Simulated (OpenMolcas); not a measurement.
An OpenMolcas run meant for I⁴⁺ (ANO-R3, X2C; inactive shells 1s 2s 2p 3s 3p 3d 4s 4p 4d 5s; intended active space 1 electron in 3 orbitals (5p)). One step of its input:

```
&RASSCF
FileOrb=start.orb
Symmetry=1
Spin=2
nActEl=1 0 0
Inactive=15 9
Ras2=0 3
CIRoot=3 3 1
SDav=3
CIMx=300
Iter=72 100
PrWF=0.3
OrbListing=Nothing
MaxOrb=0
Atom
>>> COPY $Project.JobIph JOB001
```

Lines from the output:

```
...
      Number of secondary orbitals             104
      Spin quantum number                      0.5
      State symmetry                             1
Orbital specifications:
      -----------------------

      Symmetry species                           1   2
                                                ag  au
      Frozen orbitals                            0   0
      Inactive orbitals                         15   9
      Active orbitals                            0   3
      RAS1 orbitals                              0   0
      RAS2 orbitals                              0   3
      RAS3 orbitals                              0   0
      Secondary orbitals                        45  59
      Deleted orbitals                           0   0
      Number of basis functions                 60  71
      Number of CSFs                             0
      Number of root(s) required                 3
 ************ ERROR ***********
  You can't ask for more roots
  than there are configurations
 ******************************
--- Stop Module: rasscf at  /rc=_RC_INPUT_ERROR_ ---
.####################.
.# User input error #.
.####################.
```

Q: What is wrong with the input?

A: The state symmetry names the wrong parity for these configurations.
